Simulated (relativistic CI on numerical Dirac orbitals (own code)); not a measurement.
Hyperfine structure of Pt⁶⁺, mass number 195

Computed by Dirac-Coulomb-Breit CI, orbitals from a KLI potential per configuration, model QED (radiative potential, 1s self-energy scaled to tabulated hydrogen-like ionisation energies), unscaled Slater integrals (own radial code, finite nucleus).

Configuration list (outside the closed core [Kr] 4d10 4f14): 5s²5p⁶5d⁴, 5s²5p⁶5d³6s, 5s²5p⁶5d³5f, 5s²5p⁶5d³6p, 5s²5p⁵5d⁵, 5s²5p⁶5d³5g, 5s²5p⁶5d³6d, 5s²5p⁶5d³7s, 5s²5p⁶5d²6s6p, 5s²5p⁶5d³7p, 5s²5p⁶5d³6f, 5s²5p⁶5d²5f6s, 5s5p⁶5d⁵, 5s²5p⁶5d²6s², 5s²5p⁶5d5f6s², 5s²5p⁶5d6s²6p, 5s²5p⁶5d5g6s², 5s²5p⁶5d6s²6d. Double excitations out of closed p, d and f shells are left out; levels of such configurations are missing from the list, as are those of other unlisted configurations, and high levels can miss mixing partners.

Nuclear spin I = 1/2, μ = 0.6073 μN (tables of Stone and Pyykkö). The electronic factors are computed for point nuclear moments, without core polarisation or the Bohr-Weisskopf and QED corrections.

| Level | E (eV) | A (MHz) |
| --- | --- | --- |
| 5s²5p⁶5d⁴ ⁵D1 | 0.7876 | -76.37 |
| 5s²5p⁶5d⁴ ⁵D2 | 1.4593 | 591.4 |
| 5s²5p⁶5d⁴ ⁵D3 | 1.9750 | 1089 |
| 5s²5p⁶5d⁴ ⁵D4 | 2.3025 | 1550 |
| 5s²5p⁶5d⁴ ³H4 | 3.5681 | 1940 |
| 5s²5p⁶5d⁴ ³G3 | 4.1954 | 2052 |
| 5s²5p⁶5d⁴ ³F2 | 4.3244 | 1863 |
| 5s²5p⁶5d⁴ ³P1 | 4.4234 | 1455 |

Levels with J = 0, under 50 % of one LS term, or S terms without an open s electron are left out. Small factors come from cancelling terms and can be off by tens of per cent or more.

At this charge configurations can still be misplaced by up to about 7 % of their energy. Terms inside the open d or f shell come out 10 to 20 % too wide with unscaled integrals. Levels and lines within the n = 5 or 6 shells can be off by up to 10 % or somewhat more, and those that change n by about 2 %, since core polarisation is missing.

(1) Give the hyperfine levels of 5s²5p⁶5d⁴ ⁵D3 relative to its centre of gravity.

Results:

(1) With K = F(F + 1) − I(I + 1) − J(J + 1), E = AK/2: F = 5/2: -2177, F = 7/2: 1633 MHz.

LS names give the leading component of a level, which can be under half, so a name can repeat, a term be missing and a line seem to break the LS rules.
